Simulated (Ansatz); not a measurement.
Reaction (formal exchange of groups at a Ge–N bond): `F[SiH](Cl)[NH][GeH3]` + `N=CS` → `N=[C](S)[GeH3]` + `N[SiH](F)Cl`

Computed with Ansatz on PBE0-D4/def2-TZVP structures; ΔE is electronic, products minus reactants. CCSD(T)/CBS adds triple-zeta CCSD(T) − MP2 to the extrapolated MP2 energy (def2 sets, frozen cores). This one scheme is used for every species. DFT in def2-TZVPP. B3LYP here is the variant with VWN-RPA as its local correlation; programs differ in this. For Ge outer-core shells are correlated without core-valence functions, which leaves a few kJ/mol of doubt a bond. Scalar relativity is left out up to krypton. One conformer a species, not always the lowest.

```tsv
level	ΔE (kJ/mol)
PBE-D4	19.9
PBE0-D4	25.3
B3LYP-D4	26.7
HF/def2-TZVPP	43.4
```

(1) What does CCSD(T)/CBS give? (Best estimate.)

Largest T1 diagnostic among the species: 0.014.

## Answers

(1) Computed: +26.4 kJ/mol. The listed levels differ from it by -6.5, -1.1, 0.3, 17.0 kJ/mol.

From PBE to PBE0 (25 % exact exchange), in def2-TZVPP and without D4, ΔE moves by +5.1 kJ/mol. In def2-TZVPP, CCSD(T) changes the Hartree–Fock value by −13.8 kJ/mol (the triples alone add −2.6 kJ/mol) and MP2 by −14.3 kJ/mol.
